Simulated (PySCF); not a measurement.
A calculated (LDA, PySCF 2.14, ANO-RCC-VTZP, the spin-free X2C one-electron Hamiltonian (Gaussian nucleus)) atom or ion has these occupied shells.

```json
{"shell": "1s α", "electrons": "1", "orbital energy (eV)": "-8840.9", "rms radius, mean of both spins (bohr)": "0.0602"}
{"shell": "1s β", "electrons": "1", "orbital energy (eV)": "-8840.8", "rms radius, mean of both spins (bohr)": "0.0602"}
{"shell": "2s α", "electrons": "1", "orbital energy (eV)": "-1077.0", "rms radius, mean of both spins (bohr)": "0.256"}
{"shell": "2s β", "electrons": "1", "orbital energy (eV)": "-1076.3", "rms radius, mean of both spins (bohr)": "0.256"}
{"shell": "2p α", "electrons": "3", "orbital energy (eV)": "-933.23", "rms radius, mean of both spins (bohr)": "0.229"}
{"shell": "2p β", "electrons": "3", "orbital energy (eV)": "-932.72", "rms radius, mean of both spins (bohr)": "0.229"}
{"shell": "3s α", "electrons": "1", "orbital energy (eV)": "-131.19", "rms radius, mean of both spins (bohr)": "0.764"}
{"shell": "3s β", "electrons": "1", "orbital energy (eV)": "-129.98", "rms radius, mean of both spins (bohr)": "0.764"}
{"shell": "3p α", "electrons": "3", "orbital energy (eV)": "-88.986", "rms radius, mean of both spins (bohr)": "0.811"}
{"shell": "3p β", "electrons": "3", "orbital energy (eV)": "-87.803", "rms radius, mean of both spins (bohr)": "0.811"}
{"shell": "3d α", "electrons": "5", "orbital energy (eV)": "-21.506", "rms radius, mean of both spins (bohr)": "1.10"}
{"shell": "3d β", "electrons": "4", "orbital energy (eV)": "-20.356", "rms radius, mean of both spins (bohr)": "1.10"}
{"shell": "4p α", "electrons": "1", "orbital energy (eV)": "-9.502", "rms radius, mean of both spins (bohr)": "3.33"}
```

(1) Name the element and its charge.

Results:

(1) Cu⁺ (copper, charge +1), in [Ar] 3d9 4p1, one real determinant (an excited configuration).
